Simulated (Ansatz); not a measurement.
Reaction (substitution at a C–O bond): `CC[C@H](C)O[C@@H](C)CC` + H–F → `CCC(C)F` + `CCC(C)O`

Program: Ansatz. Geometries: PBE0-D4/def2-TZVP. ΔE: electronic, gas phase. CCSD(T)/CBS adds triple-zeta CCSD(T) − MP2 to the extrapolated MP2 energy (def2 sets, frozen cores). This one scheme is used for every species. DFT in def2-TZVPP. One conformer a species, not always the lowest.

| level | ΔE (kJ/mol) |
| --- | --- |
| PBE0-D4 | 0.1 |
| r2SCAN0 | -8.4 |

(1) What does CCSD(T)/CBS give? (Best estimate.)

Largest T1 diagnostic among the species: 0.010.

## Answers

(1) The calculation gave: +7.3 kJ/mol. The listed levels differ from it by -7.2, -15.7 kJ/mol.

Leaving LDA and LC-ωPBE aside and taking each functional with its dispersion term where it has one, the values, not all of them listed here, spread over 13.3 kJ/mol, from B2PLYP to revPBE-D4. LDA lies +17.0 kJ/mol from PBE without D4. The D4 term adds +19.7 kJ/mol with B3LYP and +12.6 kJ/mol with PBE0; it sums over pairs of atoms, weighted by their polarisabilities, and B3LYP, whose exchange is more repulsive, gets the larger term.

B3LYP here is the variant with VWN-RPA as its local correlation; programs differ in this.
